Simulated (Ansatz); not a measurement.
`[OH][Zn][SeH]` + NH₃ → `[NH2][Zn][OH]` + H₂Se  (ligand exchange at a Zn–Se bond)

Calculated with Ansatz (gas phase, PBE0-D4/def2-TZVP geometries, no zero-point term in ΔE). CCSD(T)/CBS adds triple-zeta CCSD(T) − MP2 to the extrapolated MP2 energy (def2 sets, frozen cores). This one scheme is used for every species. For Se, Zn outer-core shells are correlated without core-valence functions, which leaves a few kJ/mol of doubt a bond. Scalar relativity is left out up to krypton. One conformer a species, not always the lowest.

`[OH][Zn][SeH]`:

Cartesian coordinates in Å:
```
O -0.802 -0.377 1.705
Zn -0.301 0.112 0.073
Se 0.317 0.877 -1.975
H -0.951 -1.315 1.831
H 1.737 0.704 -1.635
```

NH₃:

Z-matrix (Å, degrees):
```
N
H 1 1.013
H 1 1.013 2 107.1
H 1 1.013 2 107.1 3 -114.5
```

`[NH2][Zn][OH]`:

Cartesian coordinates in Å:
```
N -0.524 -1.223 -0.551
Zn 0.037 0.419 -0.040
O 0.471 2.111 0.258
H -1.171 -1.686 0.073
H 0.201 -1.886 -0.790
H 0.987 2.266 1.050
```

H₂Se:

```xyz
3

Se    0.032   -0.373   -0.573
H    -1.048    0.306    0.150
H     1.016    0.067    0.422
```

```json
{"species": "`[OH][Zn][SeH]`", "CCSD(T)/CBS(def2) energy (Eh)": "-4255.52022"}
{"species": "NH₃", "CCSD(T)/CBS(def2) energy (Eh)": "-56.50880"}
{"species": "`[NH2][Zn][OH]`", "CCSD(T)/CBS(def2) energy (Eh)": "-1910.09198"}
{"species": "H₂Se", "CCSD(T)/CBS(def2) energy (Eh)": "-2401.89790"}
```

(1) Work out ΔE.

Largest T1 diagnostic among the species: 0.017.

## Answers

(1) ΔE = (-1910.09198) + (-2401.89790) − (-4255.52022) − (-56.50880) = 0.03914 Eh = +24.6 kcal/mol.

Leaving LDA and LC-ωPBE aside and taking each functional with its dispersion term where it has one, the values, not all of them listed here, spread over 3.7 kcal/mol, from BLYP-D4 to BHLYP-D4. LDA lies −1.7 kcal/mol from PBE without D4. From PBE to PBE0 (25 % exact exchange), in def2-TZVPP and without D4, ΔE moves by +1.8 kcal/mol.
